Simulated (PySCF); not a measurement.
Point-charge models of `CC#C[C@](C)(F)C(F)=C(F)F` against its computed dipole.

Coordinates (GFN2-xTB, Å) and charges (e) from the PBE0/pcSseg-1 density (PySCF):

```tsv
atom	x	y	z	Mulliken	IAO	Hirshfeld	ESP-fitted
C1	3.147	-0.853	-0.497	-0.1788	-0.4393	-0.0914	-0.5747
C2	1.815	-0.460	-0.111	-0.2900	-0.0026	-0.0252	+0.2685
C3	0.711	-0.115	0.203	+0.1493	-0.1058	-0.0854	-0.4651
C4	-0.638	0.286	0.584	-0.0407	+0.3024	+0.1090	+0.6252
C5	-0.718	1.789	0.857	-0.1737	-0.4277	-0.1273	-0.6282
F6	-1.015	-0.388	1.736	-0.3040	-0.3096	-0.1005	-0.2429
C7	-1.591	-0.109	-0.529	+0.1232	+0.1669	+0.0308	-0.1587
F8	-1.450	0.623	-1.652	-0.2651	-0.2585	-0.0704	-0.1027
C9	-2.495	-1.080	-0.524	+0.5784	+0.5154	+0.1458	+0.4006
F10	-3.280	-1.366	-1.555	-0.2406	-0.2357	-0.0689	-0.1409
F11	-2.751	-1.886	0.487	-0.2203	-0.2251	-0.0595	-0.1408
H12	3.734	0.029	-0.752	+0.1526	+0.1764	+0.0647	+0.1938
H13	3.629	-1.376	0.327	+0.1561	+0.1794	+0.0666	+0.1932
H14	3.101	-1.514	-1.361	+0.1542	+0.1770	+0.0651	+0.1969
H15	-1.727	2.050	1.171	+0.1284	+0.1573	+0.0474	+0.1737
H16	-0.459	2.339	-0.043	+0.1357	+0.1658	+0.0479	+0.2023
H17	-0.020	2.043	1.650	+0.1354	+0.1637	+0.0515	+0.1996
```

Task: Compute μ = Σ q r for each scheme (1 e·Å = 4.803 D) and compare with the dipole of the full density.

Result: The full density gives (2.56, 1.06, -0.30) D, 2.78 D in size; dipole vectors point from the negative to the positive end.

```csv
scheme,μx,μy,μz,size (D),share of the full size (%),angle to the full dipole (°)
Mulliken,4.54,2.01,-0.57,4.99,179,1
IAO,3.31,1.80,-0.35,3.79,136,6
Hirshfeld,1.87,0.33,-0.31,1.92,69,13
ESP-fitted,2.58,1.09,-0.32,2.82,101,0
```

Task: Which set comes closest?

Result: Length of the difference vector: ESP-fitted 0.04 D, Hirshfeld 1.00 D, IAO 1.06 D, Mulliken 2.21 D. Closest: ESP-fitted. ESP charges are fitted to the potential around the molecule, whose slowest-falling term is the dipole's. 

Task: What is left for the Hirshfeld atoms' own dipoles?

Result: The shares of the density sum to the whole, so what Σ q r misses lies in dipoles about the nuclei. The atomic dipoles sum to (2.56, 1.06, -0.30) − (1.87, 0.33, -0.31) = (0.69, 0.73, 0.01) D, 1.00 D in size.

Task: With the origin at the mean of the coordinates, (0.000, 0.001, -0.001) Å, which are the largest single terms, by size, of the IAO dipole along the direction of the full one?

Result: C9 -6.55, C1 -5.53, F10 +3.81, F11 +3.56, H12 +2.98 D; all 17 atoms together +3.76 D. The single terms depend on the origin, their sum doesn't.

Task: Give the size of the full dipole in other units.

Result: 2.78 D = 1.095 au = 0.579 e·Å = 9.28 × 10⁻³⁰ C·m.

Geometry: GFN2-xTB, one conformer, isolated molecule.

The values belong to the conformer `[CH3:1][C:2]#[C:3][C@:4]([CH3:5])([F:6])[C:7]([F:8])=[C:9]([F:10])[F:11]`: C3–C4–C7–F8 -70°.
